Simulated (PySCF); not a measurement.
PySCF input file for 2-selenophen-2-ylthiophene (C8H6SSe), SMILES c1csc(-c2ccc[se]2)c1, TDDFT-LC-ωPBE/def2-SVP. Coordinates come from a PBE0-D3(BJ)/def2-SVP optimisation. Other conformers were not sampled.

```python
import numpy as np
from pyscf import gto, scf, dft, tdscf

mol = gto.M(
    atom='''
    C    -1.27803761    3.04299184    0.00000000
    C    -0.01150443    3.56570168    0.00000000
    S     1.18382359    2.33369747    0.00000000
    C    -0.01376540    1.07589080    0.00000000
    C     0.37877604   -0.31674648    0.00000000
    C     1.64924237   -0.84526757    0.00000000
    C     1.71984063   -2.26668481    0.00000000
    C     0.50949194   -2.90021560    0.00000000
    Se   -0.89486620   -1.69148739    0.00000000
    C    -1.28059688    1.62415610    0.00000000
    H    -2.18051148    3.65518544    0.00000000
    H     0.28661252    4.61315479    0.00000000
    H     2.53822667   -0.21004378    0.00000000
    H     2.66652328   -2.81058200    0.00000000
    H     0.32106450   -3.97309104    0.00000000
    H    -2.18832217    1.01783263    0.00000000
    ''',
    basis='def2-SVP',
    charge=0,
    spin=0,
    symmetry=True,
    max_memory=1600,
    verbose=4,
)
mf = dft.RKS(mol, xc='lc_wpbe').density_fit(auxbasis='def2-universal-jkfit')
mf.grids.level = 3
mf.conv_tol = 1e-9
mf.max_cycle = 100
mf.kernel()
mf.grids = dft.Grids(mol).set(level=1).build(with_non0tab=True)  # coarser grid for the response kernel
td = tdscf.TDDFT(mf)
td.singlet = True
td.nstates = 10
td.conv_tol = 1e-4
td.positive_eig_threshold = 1e-6
td.kernel(x0=td.get_init_guess(mf, 15))
td.analyze()
tt = tdscf.TDA(mf)
tt.singlet = False
tt.nstates = 4
tt.conv_tol = 1e-4
tt.positive_eig_threshold = 1e-6
tt.kernel(x0=tt.get_init_guess(mf, 9))
tt.analyze(verbose=3)
```

Output:

```
PySCF version 2.14.0

[INPUT] verbose = 4
[INPUT] num. atoms = 16
[INPUT] num. electrons = 104
[INPUT] charge = 0
[INPUT] spin (= nelec alpha-beta = 2S) = 0
[INPUT] symmetry True subgroup None
[INPUT] Mole.unit = angstrom
[INPUT] Symbol           X                Y                Z      unit          X                Y                Z       unit  Magmom
[INPUT]  1 C     -1.278037610000   3.042991840000   0.000000000000 AA   -2.415141059794   5.750421176886   0.000000000000 Bohr   0.0
[INPUT]  2 C     -0.011504430000   3.565701680000   0.000000000000 AA   -0.021740221919   6.738199617102   0.000000000000 Bohr   0.0
[INPUT]  3 S      1.183823590000   2.333697470000   0.000000000000 AA    2.237102364899   4.410049075890   0.000000000000 Bohr   0.0
[INPUT]  4 C     -0.013765400000   1.075890800000   0.000000000000 AA   -0.026012835995   2.033138951939   0.000000000000 Bohr   0.0
[INPUT]  5 C      0.378776040000  -0.316746480000   0.000000000000 AA    0.715782978147  -0.598564098120   0.000000000000 Bohr   0.0
[INPUT]  6 C      1.649242370000  -0.845267570000   0.000000000000 AA    3.116616392329  -1.597324209277   0.000000000000 Bohr   0.0
[INPUT]  7 C      1.719840630000  -2.266684810000   0.000000000000 AA    3.250027768599  -4.283413501612   0.000000000000 Bohr   0.0
[INPUT]  8 C      0.509491940000  -2.900215600000   0.000000000000 AA    0.962800229273  -5.480613186191   0.000000000000 Bohr   0.0
[INPUT]  9 Se    -0.894866200000  -1.691487390000   0.000000000000 AA   -1.691052036130  -3.196447910255   0.000000000000 Bohr   0.0
[INPUT] 10 C     -1.280596880000   1.624156100000   0.000000000000 AA   -2.419977379173   3.069210212542   0.000000000000 Bohr   0.0
[INPUT] 11 H     -2.180511480000   3.655185440000   0.000000000000 AA   -4.120569508670   6.907299416098   0.000000000000 Bohr   0.0
[INPUT] 12 H      0.286612520000   4.613154790000   0.000000000000 AA    0.541619166671   8.717599123325   0.000000000000 Bohr   0.0
[INPUT] 13 H      2.538226670000  -0.210043780000   0.000000000000 AA    4.796553248367  -0.396925218368   0.000000000000 Bohr   0.0
[INPUT] 14 H      2.666523280000  -2.810582000000   0.000000000000 AA    5.038998703977  -5.311230230632   0.000000000000 Bohr   0.0
[INPUT] 15 H      0.321064500000  -3.973091040000   0.000000000000 AA    0.606723973320  -7.508053933563   0.000000000000 Bohr   0.0
[INPUT] 16 H     -2.188322170000   1.017832630000   0.000000000000 AA   -4.135329573614   1.923424911346   0.000000000000 Bohr   0.0

nuclear repulsion = 834.860855969396
point group symmetry = Cs
symmetry origin: [-1.45363531e-09  1.09022653e-09  0.00000000e+00]
symmetry axis x: [1.00000000e+00 1.65940641e-10 0.00000000e+00]
symmetry axis y: [-1.65940641e-10  1.00000000e+00  0.00000000e+00]
symmetry axis z: [0. 0. 1.]
num. orbitals of irrep A' = 139
num. orbitals of irrep A" = 53
number of shells = 86
number of NR pGTOs = 344
number of NR cGTOs = 192
basis = def2-SVP
ecp = {}


******** <class 'pyscf.df.df_jk.DFSymAdaptedRKS'> ********
method = DFSymAdaptedRKS
initial guess = minao
damping factor = 0
level_shift factor = 0
DIIS = <class 'pyscf.scf.diis.CDIIS'>
diis_start_cycle = 1
diis_space = 8
diis_damp = 0
SCF conv_tol = 1e-09
SCF conv_tol_grad = None
SCF max_cycles = 100
direct_scf = False
XC library pyscf.dft.libxc version 7.1.2
    S. Lehtola, C. Steigemann, M. J. T. Oliveira, and M. A. L. Marques,  SoftwareX 7, 1–5 (2018)
XC functionals = lc_wpbe
    O. A. Vydrov and G. E. Scuseria,  J. Chem. Phys. 125, 234109 (2006)
radial grids:
    Treutler-Ahlrichs [JCP 102, 346 (1995); DOI:10.1063/1.469408] (M4) radial grids

becke partition: Becke, JCP 88, 2547 (1988); DOI:10.1063/1.454033
pruning grids: <function nwchem_prune>
grids dens level: 3
symmetrized grids: True
atomic radii adjust function: <function treutler_atomic_radii_adjust>
small_rho_cutoff = 0
Freeze 0 electrons in irreps []
    104 free electrons in irreps A' A"
Set gradient conv threshold to 3.16228e-05
Initial guess from minao.
tot grids = 211096
Create RSH-DF object <pyscf.df.df.DF object> for omega=0.4
******** <class 'pyscf.df.df.DF'> ********
auxbasis = auxmol.basis = def2-universal-jkfit
init E= -3108.40846859095
HOMO (A") = -0.217867009422088  LUMO (A") = -0.0762608150878767  gap/eV = 3.85330
cycle= 1 E= -3106.80892725943  delta_E=  1.6  |g|= 0.382  |ddm|= 5.01
HOMO (A") = -0.320311490894002  LUMO (A") = -0.00155048694888649  gap/eV = 8.67393
cycle= 2 E= -3106.84766186376  delta_E= -0.0387  |g|= 0.252  |ddm|= 0.801
HOMO (A") = -0.299861163649218  LUMO (A") = 0.0185523833361341  gap/eV = 8.66447
cycle= 3 E= -3106.86038650246  delta_E= -0.0127  |g|= 0.081  |ddm|= 0.322
HOMO (A") = -0.305281527315113  LUMO (A") = 0.0160410177768675  gap/eV = 8.74363
cycle= 4 E= -3106.86227359421  delta_E= -0.00189  |g|= 0.0335  |ddm|= 0.157
HOMO (A") = -0.305716336827386  LUMO (A") = 0.0171256124311383  gap/eV = 8.78498
cycle= 5 E= -3106.86256130486  delta_E= -0.000288  |g|= 0.00875  |ddm|= 0.0472
HOMO (A") = -0.305980144458102  LUMO (A") = 0.0173094589481444  gap/eV = 8.79716
cycle= 6 E= -3106.86259089624  delta_E= -2.96e-05  |g|= 0.00303  |ddm|= 0.0167
HOMO (A") = -0.305973706477342  LUMO (A") = 0.0175835409408767  gap/eV = 8.80444
cycle= 7 E= -3106.86259626011  delta_E= -5.36e-06  |g|= 0.00124  |ddm|= 0.00649
HOMO (A") = -0.306154579344116  LUMO (A") = 0.01759700692166  gap/eV = 8.80973
cycle= 8 E= -3106.86259761586  delta_E= -1.36e-06  |g|= 0.000365  |ddm|= 0.00387
HOMO (A") = -0.306161161887747  LUMO (A") = 0.0176463503740445  gap/eV = 8.81125
cycle= 9 E= -3106.86259781  delta_E= -1.94e-07  |g|= 0.000182  |ddm|= 0.0016
HOMO (A") = -0.306178701244897  LUMO (A") = 0.0176462840619482  gap/eV = 8.81173
cycle= 10 E= -3106.86259783525  delta_E= -2.52e-08  |g|= 6.78e-05  |ddm|= 0.000562
HOMO (A") = -0.306181547268471  LUMO (A") = 0.017645176261242  gap/eV = 8.81177
cycle= 11 E= -3106.86259783948  delta_E= -4.23e-09  |g|= 2.59e-05  |ddm|= 0.000273
HOMO (A") = -0.306181283515387  LUMO (A") = 0.0176447011131495  gap/eV = 8.81175
cycle= 12 E= -3106.8625978398  delta_E= -3.21e-10  |g|= 9.92e-06  |ddm|= 6.51e-05
HOMO (A") = -0.306180410532603  LUMO (A") = 0.0176453095614404  gap/eV = 8.81175
Extra cycle  E= -3106.86259783982  delta_E= -2.64e-11  |g|= 9.45e-06  |ddm|= 2.83e-05
converged SCF energy = -3106.86259783982
tot grids = 69920
Overwritten attributes  positive_eig_threshold  of <class 'pyscf.tdscf.rks.TDDFT'>


******** <class 'pyscf.tdscf.rks.TDDFT'> for <class 'pyscf.df.df_jk.DFSymAdaptedRKS'> ********
nstates = 10 singlet
deg_eia_thresh = 1.000e-03
wfnsym = None
conv_tol = 0.0001
eigh lindep = 1e-12
eigh level_shift = 0
eigh max_cycle = 100


Excitation energies (eV)
[4.33685942 5.28891547 5.65652265 5.75360621 6.01163421 6.16441183
 6.59183397 6.92172712 7.00319177 7.04823109]

** Singlet excitation energies and oscillator strengths **
Excited State   1:   A'      4.33686 eV    285.88 nm  f=0.3952
      52 -> 53       -0.68721
Excited State   2:   A'      5.28892 eV    234.42 nm  f=0.0592
      51 -> 53        0.65703
      51 -> 54        0.17235
Excited State   3:   A"      5.65652 eV    219.19 nm  f=0.0000
      51 -> 55        0.53980
      52 -> 55        0.42217
Excited State   4:   A'      5.75361 eV    215.49 nm  f=0.1054
      50 -> 53       -0.63098
      50 -> 54        0.19783
      52 -> 57       -0.14985
Excited State   5:   A"      6.01163 eV    206.24 nm  f=0.0000
      49 -> 55        0.18376
      50 -> 55       -0.11109
      51 -> 55        0.40768
      52 -> 55       -0.52000
Excited State   6:   A'      6.16441 eV    201.13 nm  f=0.0055
      49 -> 53       -0.38889
      52 -> 54        0.55435
Excited State   7:   A"      6.59183 eV    188.09 nm  f=0.0001
      49 -> 56        0.14181
      50 -> 56       -0.18140
      51 -> 56       -0.10321
      52 -> 56        0.63373
Excited State   8:   A'      6.92173 eV    179.12 nm  f=0.0010
      49 -> 53        0.54628
      49 -> 57       -0.13181
      52 -> 54        0.37636
Excited State   9:   A"      7.00319 eV    177.04 nm  f=0.0035
      48 -> 53        0.54709
      50 -> 56        0.33697
      52 -> 56        0.11479
Excited State  10:   A"      7.04823 eV    175.91 nm  f=0.0013
      48 -> 53       -0.37833
      50 -> 56        0.50617
      51 -> 56        0.11394
      52 -> 56        0.14061

** Transition electric dipole moments (AU) **
state          X           Y           Z        Dip. S.      Osc.
  1        -0.2503      1.9122     -0.0000      3.7194      0.3952
  2        -0.6486      0.1908     -0.0000      0.4571      0.0592
  3         0.0000     -0.0000     -0.0166      0.0003      0.0000
  4        -0.8416      0.1978     -0.0000      0.7475      0.1054
  5        -0.0000      0.0000      0.0051      0.0000      0.0000
  6        -0.0047      0.1913     -0.0000      0.0366      0.0055
  7        -0.0000      0.0000     -0.0283      0.0008      0.0001
  8         0.0641     -0.0427     -0.0000      0.0059      0.0010
  9         0.0000     -0.0000     -0.1426      0.0203      0.0035
 10         0.0000     -0.0000      0.0871      0.0076      0.0013

** Transition velocity dipole moments (imaginary part, AU) **
state          X           Y           Z        Dip. S.      Osc.
  1        -0.0434      0.3078      0.0000      0.0966      0.4041
  2        -0.1161      0.0361      0.0000      0.0148      0.0507
  3        -0.0000     -0.0000     -0.0027      0.0000      0.0000
  4        -0.1593      0.0396     -0.0000      0.0269      0.0849
  5         0.0000      0.0000     -0.0018      0.0000      0.0000
  6        -0.0012      0.0410      0.0000      0.0017      0.0050
  7         0.0000      0.0000     -0.0039      0.0000      0.0000
  8         0.0154     -0.0091     -0.0000      0.0003      0.0008
  9        -0.0000     -0.0000     -0.0428      0.0018      0.0048
 10        -0.0000     -0.0000      0.0262      0.0007      0.0018

** Transition magnetic dipole moments (imaginary part, AU) **
state          X           Y           Z
  1         0.0000      0.0000     -0.3720
  2         0.0000      0.0000      0.7271
  3         0.5253     -0.0419      0.0000
  4        -0.0000     -0.0000     -0.6238
  5         0.2153      0.1369      0.0000
  6         0.0000      0.0000      2.1367
  7        -0.2069      0.1350     -0.0000
  8        -0.0000     -0.0000      0.5730
  9         0.1451      0.4362     -0.0000
 10         0.4015     -0.2211     -0.0000
Overwritten attributes  positive_eig_threshold  of <class 'pyscf.tdscf.rks.TDA'>


******** <class 'pyscf.tdscf.rks.TDA'> for <class 'pyscf.df.df_jk.DFSymAdaptedRKS'> ********
nstates = 4 triplet
deg_eia_thresh = 1.000e-03
wfnsym = None
conv_tol = 0.0001
eigh lindep = 1e-12
eigh level_shift = 0
eigh max_cycle = 100


Excitation energies (eV)
[2.62146757 3.86185887 4.06359646 4.39677943]

** Triplet excitation energies and oscillator strengths **
Excited State   1:   A'      2.62147 eV    472.96 nm  f=0.0000
Excited State   2:   A'      3.86186 eV    321.05 nm  f=0.0000
Excited State   3:   A'      4.06360 eV    305.11 nm  f=0.0000
Excited State   4:   A'      4.39678 eV    281.99 nm  f=0.0000
```

The run converged.

Cost: very roughly 18 core-minutes.
